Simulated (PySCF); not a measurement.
## Unknown compound

An unknown has the formula C₂H₁₂O₂Si₄. Its calculated NMR data are:

¹H NMR (400 MHz, computed): δ 4.72 (m, 1H), 3.49 (d, 3H), 3.45 (m, 1H), 3.30 (m, 3H), 3.07 (m, 1H), 2.16 (s, 3H).

¹³C{¹H} NMR (computed): δ 186.3, 22.6.

- coordinates at the PBE0-D3(BJ)/def2-SVP level
- HF/pcSseg-1 with gauge-including orbitals
- code: PySCF
- no solvent model, relativity neglected, one computed conformer, rapidly exchanging positions averaged

Shifts are taken against calculated references (same method and geometry level): ¹H (σref 31.69), ¹³C (σref 190.85) vs TMS.

What is the structure?

Answers


Rings plus π bonds: 1 (no ring in the answer). 2 carbon signals for 2 carbons: no two carbons are equivalent. Carbon types of the structure: 1 × C, 1 × CH3, leaving 9 H on heteroatoms. δC 186.3: carbonyl carbon. δC 22.6: methyl carbon α to a carbonyl; the adjacent C=O deshields it moderately. δH 4.72: hydrogen on a silicon bonded to O, 2 Si. δH 3.49, 3.30: hydrogen on a silicon bonded to Si. δH 3.45, 3.07: hydrogen on a silicon bonded to 2 Si. δH 2.16: hydrogen on a methyl carbon α to a carbonyl; α to C=O.

Structure: `CC(=O)O[Si@H]([SiH3])[SiH2][SiH3]`.

The shifts were computed for this structure.

Shifts are as computed. Against solution values, carbons near 30 ppm lie about -0 ppm off and those near 130 ppm about +7 ppm. Of 1211 compounds with measured shifts, 218 miss one by over three times the rms of a fit or turn the order of signals round; such compounds aren't used in these exercises. No couplings were computed; multiplicities are counted from neighbouring protons, with m where these are inequivalent, close in shift, in a saturated or five-membered ring or joined by F or P, and br s for small geminal =CH2 splittings.
